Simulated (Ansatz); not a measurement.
Coupled-cluster run, C₆H₃F₃ (`Fc1ccc(F)c(F)c1`).

```yaml
crystal:
  periodic: [false, false, false]
  atoms:
    - {symbol: F, position_ang: [2.493890, -0.690732, 0.830002]}
    - {symbol: C, position_ang: [1.272406, -0.346846, 0.410803]}
    - {symbol: C, position_ang: [1.134105, 0.312060, -0.793874]}
    - {symbol: C, position_ang: [-0.139166, 0.663615, -1.217917]}
    - {symbol: C, position_ang: [-1.235179, 0.354170, -0.440478]}
    - {symbol: F, position_ang: [-2.462863, 0.686329, -0.836630]}
    - {symbol: C, position_ang: [-1.068625, -0.308645, 0.766349]}
    - {symbol: F, position_ang: [-2.136826, -0.598445, 1.502061]}
    - {symbol: C, position_ang: [0.188813, -0.667544, 1.206991]}
    - {symbol: H, position_ang: [2.009339, 0.543856, -1.386111]}
    - {symbol: H, position_ang: [-0.294223, 1.181417, -2.156142]}
    - {symbol: H, position_ang: [0.315327, -1.184535, 2.148945]}
basis:
  gaussian: {orbitals: def2-SVP}
correlation: {method: ccsd_t}
```

```sh
$ ansatz run in.yaml --threads 4 --pin off --events-out ev --progress --plain --max-ram 11315MiB
```

Output of Ansatz, abridged:

```
Functional definition: HF
1415 factors; integrals over basis functions are off by at most 1.3e-3 eV
mean field evaluation 1: about -14331.8024 eV, gradient 3.9e1 eV
mean field evaluation 2: about -14332.0345 eV, gradient 3.9e1 eV
mean field evaluation 4: about -14335.8072 eV, gradient 5.1e0 eV
mean field evaluation 8: about -14335.8848 eV, gradient 3.2e-1 eV
mean field -14335.88530403 eV, -526.8340677110 hartree, gradient 2.7e-6 eV, S^2 0.000000; 0 other end points of the search recorded, 0 dependent functions left out; unrestricted orbitals would lower it
9 core orbitals not correlated: weight in the atoms' cores, before any rotation towards them, 1.000 or more for the frozen orbitals, at most 0.000 for the correlated occupied ones
reference -14335.88530403 eV, -526.8340677110 hartree; 24, 24 occupied and 108, 108 virtual orbitals, 1415 factors
second order -35.54038166 eV of doubles, -0.00000000 eV of singles
cycle   1  -35.36953944 eV  change    1.7e-1 eV  update   1.4e-1
cycle   2  -36.20221021 eV  change   -8.3e-1 eV  update   4.4e-2
cycle   3  -36.42434004 eV  change   -2.2e-1 eV  update   2.1e-2
cycle   4  -36.42428581 eV  change    5.4e-5 eV  update   5.8e-3
cycle   5  -36.42101453 eV  change    3.3e-3 eV  update   2.6e-3
cycle   6  -36.42225560 eV  change   -1.2e-3 eV  update   7.0e-4
cycle   7  -36.42219277 eV  change    6.3e-5 eV  update   2.5e-4
cycle   8  -36.42204404 eV  change    1.5e-4 eV  update   7.9e-5
cycle   9  -36.42203616 eV  change    7.9e-6 eV  update   3.8e-5
perturbative correction -1.23305613 eV, -0.0453139771 hartree
Total energy: -14373.54039632 eV, -528.2178668291 hartree
```

Hardware: 4 threads of an Arm Neoverse V1 on a shared host. Wall time 45 s, peak host memory 1.3 GiB.

The correlation energy is -37.655 eV, 3.3 % of it from (T); the T1 diagnostic reads 0.0120.
